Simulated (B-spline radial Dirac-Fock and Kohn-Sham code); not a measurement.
# M3 emission of Hg³⁺

System: mercury as Hg³⁺, configuration [Xe] 4f14 5d9.

Calculated with a radial atomic solver, using a relativistic independent-particle model: LDA orbitals of the hole state, radiative multipoles to third order, Auger rates from the Coulomb interaction with a continuum orbital, Dirac-Fock energies.

```tsv
line	multipole	energy (eV)	width (meV)	share (%)
M3-M4	E1	466.4	0.121	0.219
M3-M5	E1	–	1.95	3.52
M3-N1	E1	2044.3	8.59	15.5
M3-N2	E2	2167.0	0.0231	0.0417
M3-N3	E2	2271.6	0.0194	0.0351
M3-N4	E1	2471.9	4.33	7.82
Mγ	E1	–	33.6	60.7
M3-O1	E1	2727.9	1.83	3.30
M3-N6	E2	2751.5	0.0547	0.0988
M3-N7	E2	2755.5	0.323	0.584
M3-O4	E1	2847.6	0.515	0.930
M3-O5	E1	2849.7	3.99	7.21
```

The listed lines hold 100.0 % of the radiative rate. A dash stands for an energy that rests on an unreliable hole state. The radiative width is 0.0554 eV in the length form and 0.0548 eV in the velocity form; the two differ because the transition energies are not eigenvalue differences of the potential that gave the orbitals.
